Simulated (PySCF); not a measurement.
# Dipole moment and polarisability of `C#CC1(C)CCC1`

C₇H₁₀.
Geometry (PBE0-D3(BJ)/def2-SVP, Å), atoms numbered from 1 in this order:
```xyz
17
C7H10 angstrom
C      2.3521    0.9360    1.3722
C      1.3475    0.6476    0.7579
C      0.1403    0.2936    0.0237
C     -0.3482    1.4686   -0.8208
C     -1.0072   -0.3502    0.8602
C     -1.1944   -1.4027   -0.2461
C      0.1964   -1.0347   -0.7908
H      3.2420    1.1890    1.9176
H      0.4201    1.7706   -1.5483
H     -0.5790    2.3358   -0.1842
H     -1.2593    1.1950   -1.3750
H     -1.8548    0.3080    1.1054
H     -0.6202   -0.7888    1.7906
H     -2.0027   -1.1391   -0.9443
H     -1.3476   -2.4432    0.0740
H      0.3210   -0.9293   -1.8794
H      0.9826   -1.7009   -0.4085
```

Level: PBE0/def2-SVPD (PySCF), static field, nuclei fixed, core orbitals frozen in the response. The polarisability tensor in these axes (au):

```
x   88.73  8.70 10.30
y    8.70 76.45  3.54
z   10.30  3.54 75.75
```

Q: What are the eigenvalues, a third of the trace, and Δα (Δα² = ½Σ(αi − αj)² over the three pairs)?

A: Principal values 69.69, 72.85 and 98.39 au; mean 80.31 au = 11.90 Å³ = 13.24 × 10⁻⁴⁰ C²·m²/J; Δα = 27.25 au (34 % of the mean).

Q: What is the dipole moment, and where does it point?

A: (-0.66, -0.31, -0.35) D, 0.81 D in size, pointing from the negative to the positive side. Measured along this direction, the outermost atoms are H8 at the negative end and H14 at the positive end.

Q: How large is μ²/3kT at 500 K beside α?

A: In Gaussian units μ²/3kT = 3.15 Å³ against 11.90 Å³, a ratio of 0.26; the Debye molar polarisation (4π/3)N_A(α + μ²/3kT) is 38.0 cm³/mol, leaving out the vibrational part.

Q: Molar refractivity from α?

A: Lorentz–Lorenz: R = (4π/3)N_A α = 2.5225 cm³/(mol·Å³) × 11.90 Å³ = 30.0 cm³/mol, in the limit of long wavelengths.

Q: Find the Langevin capture rate constant for H3O+ (19.018 u) meeting this molecule (94.078 u), k = 2.342 × 10⁻⁹ cm³/s × √(α in Å³ / reduced mass in u).

A: The reduced mass is 15.82 u, so k = 2.03 × 10⁻⁹ cm³/s. The formula leaves out the permanent dipole, which adds to the capture rate.

Q: Give the eigenvalues of the traceless quadrupole moment Θ = ½Σq(3rr − r²1), origin at the centre of nuclear charge.

A: -2.25, -1.30, 3.55 D·Å. The values depend on the origin, since the dipole doesn't vanish. The electronic extent ⟨r²⟩ about the same centre is 773 bohr², a root-mean-square distance of 2.04 Å for the 52 electrons.

The structure is a single PBE0-D3(BJ)/def2-SVP conformer in the gas phase; no vibrational or solvent corrections.
